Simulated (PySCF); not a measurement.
# Finite-field polarisability of Se (selenium, neutral)

[Ar] 3d10 4s2 4p4, high-spin 3P determinant. Computed with PySCF 2.14 in dyall-av2z (16s12p8d, 92 functions), with no relativity, point nucleus. Frozen: [Ar] 3d10. Energy changes in a uniform field (μhartree):

```tsv
axis	F (au)	HF	MP2	CCSD	CCSD(T)
x	0.003	-100.578	-100.444	-100.648	-100.942
x	0.006	-402.383	-401.858	-402.674	-403.851
y	0.0027	-98.777	-101.197	-102.545	-103.134
y	0.0054	-395.260	-404.963	-410.363	-412.728
```

By symmetry the remaining axis equals x.

(1) Derive α along x at CCSD(T) from the two fields.

(2) And the mean polarisability at each level?

CCSD(T) lies more than 5 % below the reference, which points to too few diffuse and polarisation functions.

A double-zeta set is small for polarisabilities.

Answers

(1) With ΔE = −αF²/2 − γF⁴/24, α = −(16 ΔE(F) − ΔE(2F))/(6F²) = 22.43 bohr³.

(2) The components xx, yy, zz at CCSD(T) are 22.43, 28.29, 22.43, the third axis being equal by symmetry to one of the two computed. Means: HF 23.93, MP2 24.13, CCSD 24.29, CCSD(T) 24.38 bohr³. Reference: 28.9 ± 1 bohr³ (recommended; Schwerdtfeger and Nagle, table of static dipole polarizabilities (2023 update)).
